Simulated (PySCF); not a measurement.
GeF₃Br, SMILES [F][Ge]([F])([F])[Br].

Coordinates come from a PBE0-D3(BJ)/def2-SVP optimisation.

Level of theory: PBE/def2-TZVP (PySCF).

Symmetry labels are those of the subgroup Cs that the program uses (full group C3v).

List the valence orbital energies around the gap with their symmetry. (Estimate from the structure and the level; the computed values follow.)


```csv
orbital,symmetry,energy (eV)
HOMO−7,A',-10.68
HOMO−6,A",-10.68
HOMO−5,A",-10.35
HOMO−4,A',-10.35
HOMO−3,A",-10.10
HOMO−2,A',-10.01
HOMO−1,A",-8.48
HOMO,A',-8.48
LUMO,A',-3.13
LUMO+1,A',-0.13
LUMO+2,A",-0.13
LUMO+3,A',0.71
```
